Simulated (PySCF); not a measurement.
**Variants of one PySCF input: BeO**

Base input, run as `python input.py` with PySCF 2.14:

```python
from pyscf import gto, scf, mp

mol = gto.M(
    atom='Be 0 0 0; O 0 0 1.451',
    basis='cc-pvdz',
    charge=0,
    spin=0,
    verbose=3,
)
mf = scf.RHF(mol)
mf = mf.density_fit(auxbasis='def2-universal-jkfit')
mf.kernel()
mp.MP2(mf, frozen=1).kernel()
mf.dip_moment()
print('orbital energies (hartree):', mf.mo_energy[..., max(0, mol.nelec[1]-3):mol.nelec[0]+3].round(4))
```

Base result: E(SCF) = -89.393375 Eh, E(MP2) − E(SCF) = -0.25887 Eh, μz(SCF) = -7.40 D. At this level a UHF run with spin=2 ends 1.74 eV lower; the true order of the states can differ. Stability towards an unrestricted solution was not tested. The bond length is a typed value, not an optimised one.

Wall time 0.93 s on one thread of a shared host.

Each row names what differs from the base; energies in brackets are changes from the base.

| change | result |
| --- | --- |
| step after the SCF: mp2 → optimize | E(SCF) = -89.393375 Eh (+0.0000 eV), all at the start geometry; optimised bond 1.307 Å with E = -89.411176 Eh after 5 steps |
| geometry: bond 1.451 → bond 2.176 [stretched restricted solution, likely unstable] | E(SCF) = -89.265688 Eh (+3.4745 eV), E(MP2) − E(SCF) = -0.19220 Eh, μz(SCF) = -3.40 D |
| PCM solvent, dielectric constant: none → 4.71; step after the SCF: mp2 → analyze | E(SCF) = -89.445625 Eh (-1.4218 eV), μz(SCF) = -8.80 D |
| basis set: cc-pvdz → pcseg-2 | E(SCF) = -89.421114 Eh (-0.7548 eV), E(MP2) − E(SCF) = -0.30613 Eh, μz(SCF) = -7.97 D |
| geometry: bond 1.451 → bond 1.495 | E(SCF) = -89.383191 Eh (+0.2771 eV), E(MP2) − E(SCF) = -0.26452 Eh, μz(SCF) = -7.49 D |
| PCM solvent, dielectric constant: none → 32.6; step after the SCF: mp2 → analyze | E(SCF) = -89.460029 Eh (-1.8138 eV), μz(SCF) = -9.13 D |
| geometry: bond 1.451 → bond 1.349 | E(SCF) = -89.409325 Eh (-0.4340 eV), E(MP2) − E(SCF) = -0.24620 Eh, μz(SCF) = -7.08 D |
| basis set: cc-pvdz → pcseg-1 | E(SCF) = -89.358709 Eh (+0.9433 eV), E(MP2) − E(SCF) = -0.25366 Eh, μz(SCF) = -7.77 D |
| charge: 0 → 1; spin (2S): 0 → 1; SCF type: RHF → UHF [another spin of the ion may lie lower] | E(SCF) = -89.129690 Eh (+7.1752 eV), E(MP2) − E(SCF) = -0.16263 Eh, ⟨S²⟩ = 0.758 |
| damping: none → 0.8 | E(SCF) = -89.393375 Eh (+0.0000 eV), E(MP2) − E(SCF) = -0.25887 Eh, μz(SCF) = -7.40 D |
| geometry: bond 1.451 → bond 1.161 | E(SCF) = -89.379770 Eh (+0.3702 eV), E(MP2) − E(SCF) = -0.22710 Eh, μz(SCF) = -6.37 D |
| basis set: cc-pvdz → ano-rcc-vdzp; spin-free X2C: off → on | E(SCF) = -89.467639 Eh, E(MP2) − E(SCF) = -0.26812 Eh, μz(SCF) = -8.00 D |
| basis set: cc-pvdz → def2-svpd | E(SCF) = -89.316239 Eh (+2.0990 eV), E(MP2) − E(SCF) = -0.26344 Eh, μz(SCF) = -8.10 D |
| length unit: angstrom → bohr [unsound on purpose] | E(SCF) = -88.347044 Eh (+28.4721 eV), E(MP2) − E(SCF) = -0.21440 Eh, μz(SCF) = -4.56 D |
| step after the SCF: mp2 → ccsd | E(SCF) = -89.393375 Eh (+0.0000 eV), E(CCSD) − E(SCF) = -0.24850 Eh, μz(SCF) = -7.40 D |
| PCM solvent, dielectric constant: none → 78.36; step after the SCF: mp2 → analyze | E(SCF) = -89.461502 Eh (-1.8538 eV), μz(SCF) = -9.16 D |
| step after the SCF: mp2 → polarizability | E(SCF) = -89.393375 Eh (+0.0000 eV), μz(SCF) = -7.40 D, α(xx, yy, zz) = 23.3, 23.3, 20.9 bohr³ |
| functional: none (Hartree–Fock) → tpss; SCF type: RHF → RKS; step after the SCF: mp2 → analyze | E(SCF) = -89.909806 Eh, μz(SCF) = -5.41 D |
| step after the SCF: mp2 → eomip; number of roots: default → 8 | E(SCF) = -89.393375 Eh (+0.0000 eV), E(CCSD) − E(SCF) = -0.24850 Eh, μz(SCF) = -7.40 D, ionisation roots 9.356, 9.356, 10.747, 23.570, 23.684, 23.684, 23.908, 24.296 eV |
| spin (2S): 0 → 2; SCF type: RHF → UHF [a high spin state] | E(SCF) = -89.457339 Eh (-1.7406 eV), E(MP2) − E(SCF) = -0.15985 Eh, ⟨S²⟩ = 2.004, μz(SCF) = -1.32 D |

Q: Order these changes by how far they move the SCF energy from the base, largest first: (1) PCM solvent, dielectric constant: none → 32.6; step after the SCF: mp2 → analyze; (2) PCM solvent, dielectric constant: none → 4.71; step after the SCF: mp2 → analyze; (3) PCM solvent, dielectric constant: none → 78.36; step after the SCF: mp2 → analyze; (4) geometry: bond 1.451 → bond 2.176.

A: (4) +3.4745 eV, (3) -1.8538 eV, (1) -1.8138 eV, (2) -1.4218 eV.
